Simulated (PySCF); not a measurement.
**Excitation energy of Cu by level of theory**

Cu [Ar] 3d10 4s1 (2S) → Cu [Ar] 3d9 4s1 4p1 (high-spin determinant), as a difference of total energies. Computed with PySCF 2.14 in dyall-av2z, with the non-relativistic Hamiltonian (point nucleus). Correlated levels: valence: [Ar] frozen; virtual orbitals above 40 to 60 times the deepest correlated orbital energy dropped. The calculations carry no spin-orbit coupling.

| method | excitation energy (eV) |
| --- | --- |
| UHF | 2.375 |
| LDA | 6.335 |
| PBE | 5.812 |
| PBE0 | 5.096 |
| r2SCAN | 5.147 |
| HSE06 | 5.100 |
| wB97X-V | 5.306 |
| B97-3 | 5.290 |
| TPSSh | 5.270 |
| MP2 (valence) | 5.719 |
| SCS-MP2 (valence) | 5.390 |

How much does correlation contribute at MP2 (valence)?

5.719 − (2.375) = 3.344 eV, measured against UHF.

A first-order spin-orbit estimate (lowest level to lowest level, LS coupling) adds -0.085 eV.

The determinant of the upper state mixes LS terms, which raises its energy above the lowest term, most at the Hartree-Fock and MP2 levels.
